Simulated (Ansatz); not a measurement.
`[CH3][SnH2][GeH3]` + H₂ → `[GeH3][SnH3]` + CH₄ at 500 K and 1 bar (hydrogenolysis of the Sn–C bond).

Computed with Ansatz on PBE0-D4/def2-TZVP structures; ΔE is electronic, products minus reactants. CBS: MP2 limit from def2 TZ/QZ plus the TZ coupled-cluster correction, frozen cores. This one scheme is used for every species. Elements past krypton have def2 core potentials. For Ge, Sn outer-core shells are correlated without core-valence functions, which leaves a few kJ/mol of doubt a bond. Scalar relativity is left out up to krypton.

| species | CCSD(T)/CBS energy (Eh) | H − E (kJ/mol) | S (J/(mol·K)) |
| --- | --- | --- | --- |
| `[CH3][SnH2][GeH3]` | -2332.99556 | 241.2 | 443.7 |
| H₂ | -1.17544 | 41.0 | 145.5 |
| `[GeH3][SnH3]` | -2293.72326 | 152.3 | 373.4 |
| CH₄ | -40.46206 | 135.6 | 206.8 |

H − E and S are ideal-gas, rigid-rotor, harmonic terms from PBE0-D4/def2-TZVP. For small species the MP2-based limit differs from directly extrapolated CCSD(T) by up to some mEh (0.8 for H₂); such offsets cancel only in part. 1 Eh = 2625.50 kJ/mol, R = 8.31446 J/(mol·K).

By hand: ΔE, ΔH, ΔS and ΔG.

ΔE = (-2293.72326) + (-40.46206) − (-2332.99556) − (-1.17544) = -0.01432 Eh = -37.6 kJ/mol. Δ(H − E) = 152.3 + 135.6 − 241.2 − 41.0 = 5.7, so ΔH = -31.9 kJ/mol. ΔS = 373.4 + 206.8 − 443.7 − 145.5 = -9.0 J/(mol·K). ΔG = -31.9 − 500 × (-9.0)/1000 = -27.4 kJ/mol.

By hand: the equilibrium constant, and the temperature at which ΔG would vanish if ΔH and ΔS stayed fixed.

log₁₀ K = −ΔG/(RT ln 10) = 2.9. ΔG = 0 at ΔH/ΔS = 3544 K, far beyond where these terms or the molecules hold.

The number of gas molecules stays the same, so ΔS is small and ΔH decides. A doubt of 5 kJ/mol in ΔE shifts log₁₀ K by 0.5 here. These are equilibria of isolated gas molecules and say nothing of rates. Largest T1 diagnostic: 0.012 (customary marks: 0.02 for closed shells, 0.045 for open ones).
